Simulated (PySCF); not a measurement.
Species: C₆H₁₂PSi (charge +1).
Geometry (GFN2-xTB, Å), atoms numbered from 1 in this order:
```
atom  x, y, z in Å
C1     3.466    0.274    0.963
C2     2.164    0.022    0.987
P3     1.147   -0.080   -0.480
C4     0.221   -1.645   -0.592
C5    -1.212   -1.203   -0.382
C6    -1.486    0.090   -0.297
Si7   -3.223    0.841   -0.048
C8    -0.305    1.027   -0.426
H9     4.042    0.332    1.872
H10    4.008    0.432    0.043
H11    1.620   -0.134    1.912
H12    1.946    0.128   -1.585
H13    0.547   -2.358    0.171
H14    0.354   -2.120   -1.569
H15   -1.964   -1.970   -0.319
H16   -3.095    1.713    1.119
H17   -3.494    1.601   -1.266
H18   -4.126   -0.281    0.166
H19   -0.238    1.718    0.418
H20   -0.376    1.626   -1.338
```

NICS = −σ at a ghost point: NICS(0) at the centroid of the ring atoms, NICS(1) 1 Å to either side along the normal of their mean plane, zz for the tensor component along that normal. Level: GIAO PBE0/pcSseg-1 (PySCF, non-relativistic, gas phase) on the GFN2-xTB geometry, one conformer.

Ring bond lengths (Å), with Mayer bond orders in brackets: P3–C4 1.822 (0.99), C4–C5 1.514 (1.02), C5–C6 1.324 (1.89), C6–C8 1.513 (1.01), C8–P3 1.827 (0.98).

Q: Give the NICS values of each ring in ppm.

A: 
```tsv
ring	type	NICS(0)	NICS(1), two faces	NICS(1)zz, two faces	rms pucker (Å)	centre to ring atoms, mean (Å)
P3–C4–C5–C6–C8	5-membered ring with P; formal bonds 1 double, 4 single	-3.0	-3.8 / -3.9	-3.9 / -3.7	0.04	1.35
```

Q: What do they say, and how far can they be read as aromaticity?

A: 
- P3–C4–C5–C6–C8: mean NICS(1)zz -3.8 ppm, shielded. P3, C4, C8 have four or more neighbours, and the NICS criterion for π rings isn't applied.

Q: How shielded are the nuclei of the rings and their hydrogens (means over atoms taken as equivalent)?

A: 
```
atoms                      environment  σ isotropic (ppm)
   P3           phosphonium phosphorus              314.7
   C4   sp3 carbon bound to phosphorus              149.7
   C5                 alkene CH carbon               44.8
   C6  fully substituted alkene carbon               40.2
   C8   sp3 carbon bound to phosphorus              147.7
  H12                     P–H hydrogen              25.50
  H13               methylene hydrogen              28.19
  H14               methylene hydrogen              27.88
  H15                 vinylic hydrogen              25.20
  H19               methylene hydrogen              28.21
  H20               methylene hydrogen              27.88
```
